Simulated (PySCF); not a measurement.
## Removal energies of Tl⁻ from EOM-IP-GCCSD

Reference: closed-shell Tl⁻, [Xe] 4f14 5d10 6s2 6p2; 6p1/2 filled at m_j = -1/2, +1/2; one electron is removed. Calculated with PySCF 2.14, two-component X2C-1e with screened spin-orbit coupling, x2c-TZVPPall-2c with one added diffuse shell each of s, p, d, f type (12s12p10d4f, 126 functions); frozen [Kr] 4d10 4f14; the 40 highest virtual spinors dropped; of the others 106 kept and the rest restored at second order. No Breit or QED terms. Binding energies in eV.

```json
{"level": "5d3/2", "Koopmans": "18.903", "second order": "12.706", "EOM-CCSD": "15.403", "experiment": "n/a"}
{"level": "5d5/2", "Koopmans": "16.309", "second order": "10.605", "EOM-CCSD": "13.507", "experiment": "n/a"}
{"level": "6s1/2", "Koopmans": "7.078", "second order": "6.304", "EOM-CCSD": "6.544", "experiment": "n/a"}
{"level": "6p1/2", "Koopmans": "0.209", "second order": "0.219", "EOM-CCSD": "0.321", "experiment": "0.320"}
```

One-hole weights below 0.9, a sign of mixing with satellites: 6s1/2 (0.80).

In EOM-CCSD the overlap with the one-orbital guess is low for 5d3/2 (weight 0.78), 5d5/2 (weight 0.84). That can mean mixing with two-hole, one-particle states, where second order and EOM-CCSD lose accuracy, or only a rotation among the degenerate components of the shell; the terms of those configurations are not listed.

Where second order misses EOM-CCSD by more than 1 eV, it overshoots the relaxation and correlation of that hole or particle, which higher orders damp.
